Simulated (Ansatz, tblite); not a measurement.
Cost and result up the ladder for the cluster SnF₂ (3 atoms). Charge 0, multiplicity 1. Geometry: PBE-D4/def2-TZVP.

Cartesian coordinates in Å:
```
Sn -0.741 -0.452 -0.037
F -0.103 0.904 1.228
F 0.844 -0.452 -1.191
```

Ansatz on 4 threads of Arm Neoverse V1 on a shared host; xTB runs through tblite on one thread. Times are rough, summed over both states, and most runs start from the orbitals of an earlier one. CCSD(T)/def2-TZVPP serves as the yardstick here, not as an exact answer. The other state is a triplet at its own geometry.

In the def2 sets Sn takes a core potential; there is no spin–orbit coupling. The xTB rows come from tblite. B3LYP takes the VWN-RPA correlation. Correlated methods freeze 6 core orbitals; core or outer-core shells of Sn are correlated, in sets that lack core-valence functions. The structure comes from a short search, and lower isomers may exist.

xTB has no spin-polarisation term.

```
                         level  functions  wall time  triplet − singlet (eV)  difference from CCSD(T)/def2-TZVPP (eV)
                      GFN1-xTB         17    0.003 s                    5.81                                     2.27
                      GFN2-xTB         17    0.004 s                    5.57                                     2.02
           revPBE-D4/def2-TZVP        112      1.6 s                    3.41                                    -0.13
                 MP2/def2-TZVP        112      1.6 s                    3.67                                     0.13
PBE-D4/def2-TZVP (with forces)        112      1.8 s                    3.48                                    -0.07
            B3LYP-D4/def2-TZVP        112        2 s                    3.61                                     0.07
        CAM-B3LYP-D4/def2-TZVP        112      2.4 s                    3.61                                     0.06
             PBE0-D4/def2-TZVP        112      2.9 s                    3.43                                    -0.12
             RPA@PBE/def2-TZVP        112      3.2 s                    3.44                                    -0.11
              B2PLYP/def2-TZVP        112      3.3 s                    3.64                                     0.09
           r2SCAN-D4/def2-TZVP        112      3.5 s                    3.35                                    -0.19
             ωB97M-V/def2-TZVP        112      6.4 s                    3.57                                     0.03
            CCSD(T)/def2-TZVPP        112       13 s                    3.55                                     0.00
```
